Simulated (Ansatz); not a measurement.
System: SrF2 (charge 0, singlet). SMILES: [F][Sr][F]
Geometry: optimised at B3LYP-D3(BJ)/def2-TZVP (Ansatz, a program for electronic structure).

Parts of the frozen-core correlation energy in def2-QZVPPD (Ansatz, hartree). Frozen orbitals: 6; correlated occupied orbitals by spin: 8 and 8; virtual: 181 and 181. No spin-orbit coupling. In def2 rows, elements after Kr have scalar-relativistic effective core potentials.

| term | value |
|---|---|
| reference (HF) | -229.47841 |
| MP2 opposite-spin | ? |
| MP2 same-spin | ? |
| CCSD correlation | -0.59821 |
| (T) | ? |
| T1 diagnostic | 0.014 |
| largest doubles amplitude | 0.009 |

Task: What belongs in the gaps?

Result: 
- MP2 opposite-spin, value: -0.45314
- MP2 same-spin, value: -0.15648
- (T), value: -0.01920
